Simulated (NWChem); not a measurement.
System: GeN₂H₄F₂; SMILES [NH2][Ge]([NH2])([F])[F]

Here is an NWChem input.

```
start job
memory heap 200 mb stack 900 mb global 1100 mb
geometry units angstroms
  N     -1.486642     0.851886    -0.636834
  Ge    -0.001015     0.072339    -0.026205
  N      1.460131     1.097593    -0.068406
  F     -0.094371    -0.511778     1.608242
  F      0.120637    -1.419676    -0.909523
  H     -1.790359     1.684539    -0.154192
  H     -2.275164     0.237931    -0.789204
  H      1.747924     1.435854    -0.974636
  H      2.261833     0.742344     0.434581
end
basis spherical
  * library def2-svp
end
dft
  xc xpbe96 cpbe96
  disp vdw 4
  iterations 150
end
driver
  maxiter 120
end
task dft optimize
task dft freq
```

The level has its own optimisation; frequencies are unscaled.

Give the results of this calculation. (PBE-D3(BJ)/def2-SVP.) Quantities: r Ge–N (Å); r H–N (Å); r F–Ge (Å); highest harmonic frequency (cm⁻¹); lowest (cm⁻¹); zero-point energy (kcal/mol); dipole (D).

The r Ge–N (Å) comes out as 1.814. The r H–N (Å) is 1.026, the r F–Ge (Å) is 1.754 and the highest harmonic frequency (cm⁻¹) comes out as 3564. The lowest (cm⁻¹) comes out as 153. The zero-point energy (kcal/mol) is 34.5 and the dipole (D) is 2.15.
